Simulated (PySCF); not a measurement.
Can point charges reproduce the dipole moment of `C[CH2][GaH2]` (GaH2Et)?

Coordinates (PBE0-D3(BJ)/def2-SVP, Å) and charges (e) from the PBE0/pcSseg-1 (pcSseg-2 on Ga) density (PySCF):

```
atom       x       y       z  Mulliken      IAO  Hirshfeld  ESP-fitted
 Ga1   0.743   1.385   0.577   +0.2625  +0.5671    +0.4362     +0.6544
  H2   2.321   1.394   0.574   -0.0733  -0.1495    -0.1477     -0.2522
  H3  -0.020   2.765   0.514   -0.0729  -0.1491    -0.1475     -0.2520
  C4  -0.250  -0.327   0.578   -0.4644  -0.5522    -0.1933     -0.2071
  C5  -0.426  -0.882  -0.839   -0.2993  -0.3951    -0.1172     -0.1093
  H6  -1.235  -0.175   1.050   +0.1395  +0.1386    +0.0277     +0.0235
  H7   0.294  -1.056   1.201   +0.1393  +0.1393    +0.0281     +0.0313
  H8  -0.970  -1.841  -0.837   +0.1250  +0.1399    +0.0395     +0.0436
  H9  -0.997  -0.195  -1.485   +0.1213  +0.1302    +0.0370     +0.0365
 H10   0.541  -1.066  -1.335   +0.1224  +0.1308    +0.0370     +0.0314
```

Problem. What dipole does each set of charges give (1 e·Å = 4.803 D), and what does the density give?

Solution. The full density gives (-0.40, -0.68, 0.06) D, 0.79 D in size; dipole vectors point from the negative to the positive end.

```json
{"scheme": "Mulliken", "μx": "-0.18", "μy": "-0.38", "μz": "-0.38", "size (D)": "0.57", "share of the full size (%)": "72", "angle to the full dipole (°)": "47"}
{"scheme": "IAO", "μx": "0.28", "μy": "0.48", "μz": "0.02", "size (D)": "0.56", "share of the full size (%)": "70", "angle to the full dipole (°)": "173"}
{"scheme": "Hirshfeld", "μx": "0.01", "μy": "0.02", "μz": "0.02", "size (D)": "0.02", "share of the full size (%)": "3", "angle to the full dipole (°)": "–"}
{"scheme": "ESP-fitted", "μx": "-0.37", "μy": "-0.65", "μz": "0.02", "size (D)": "0.75", "share of the full size (%)": "94", "angle to the full dipole (°)": "3"}
```

Problem. Which set comes closest?

Solution. Length of the difference vector: ESP-fitted 0.06 D, Mulliken 0.58 D, Hirshfeld 0.81 D, IAO 1.35 D. Closest: ESP-fitted. 

Problem. What is left for the Hirshfeld atoms' own dipoles?

Solution. The Hirshfeld atoms' densities add up to the full density, so μ = Σ q r + Σ (atomic dipoles). The atomic dipoles sum to (-0.40, -0.68, 0.06) − (0.01, 0.02, 0.02) = (-0.41, -0.70, 0.04) D, 0.81 D in size.

Problem. With the origin at the mean of the coordinates, (0.000, 0.000, 0.000) Å, which are the largest single terms, by size, of the Hirshfeld dipole along the direction of the full one?

Solution. Ga1 -3.19, H3 +1.65, H2 +1.65, C5 -0.51, C4 -0.42 D; all 10 atoms together -0.02 D. The single terms depend on the origin, their sum doesn't.

Problem. Give the size of the full dipole in other units.

Solution. 0.79 D = 0.312 au = 0.165 e·Å = 2.65 × 10⁻³⁰ C·m.

The structure is a single PBE0-D3(BJ)/def2-SVP conformer in the gas phase; no vibrational or solvent corrections. The calculation is non-relativistic, for gallium too.

These values come from a run that also computed NMR shieldings. Time: 8.9 s. Hardware: an Arm Neoverse V2 with one thread, no GPU (shared host).
